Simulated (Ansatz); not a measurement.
**Ligand exchange: HCl + GeH2(GeH3)F → HF + GeH2(GeH3)Cl**

Species: HCl (hydrogen chloride), singlet; GeH2(GeH3)F, singlet; HF (hydrogen fluoride), singlet; GeH2(GeH3)Cl, singlet. The partners trade Cl for F: H–Cl and Ge–F bonds give way to H–F and Ge–Cl.

Shapes, held fixed at every level: PBE0-D4/def2-TZVP. Programs: Ansatz 0.2.0. The zero-point and thermal change to 298 K, harmonic and unscaled (PBE0-D4/def2-TZVP), is +5.5 kJ/mol.

| level | kind | ΔH(298 K) (kJ/mol) | less CCSD(T)/def2-TZVPP | CPU time (sum over the molecules) |
| --- | --- | --- | --- | --- |
| HF/def2-SVP | Hartree–Fock | -6.2 | +9.1 | – |
| SPW92/def2-TZVPP | LDA | -15.8 | -0.5 | 7.2 s |
| r2SCAN-D4/def2-TZVPP | meta-GGA | -12.3 | +3.0 | 31 s |
| BHLYP-D4/def2-TZVPP | global hybrid | -15.4 | -0.1 | 19 s |
| wB97X-V/def2-TZVPP | range-separated hybrid | -10.5 | +4.8 | 49 s |
| MP2/def2-TZVPP | perturbation theory | -21.2 | -5.9 | – |
| CCSD(T)/def2-SVP | coupled cluster or CI | -2.6 | +12.7 | 35 s |
| CCSD(T)/def2-TZVPP | coupled cluster or CI | -15.3 | 0.0 | 11 min |

The highest level, CCSD(T)/def2-TZVPP, gives ΔH(298 K) = -15.3 kJ/mol; the levels span -21.2 to -2.6. The column of differences is taken from that level and isn't an error. No measured value is set beside it here. Relativity is left out for Ge. Outer-core shells of Ge are correlated, in sets that cover them unevenly. Times are processor times on shared x86 and Arm servers, and rough.
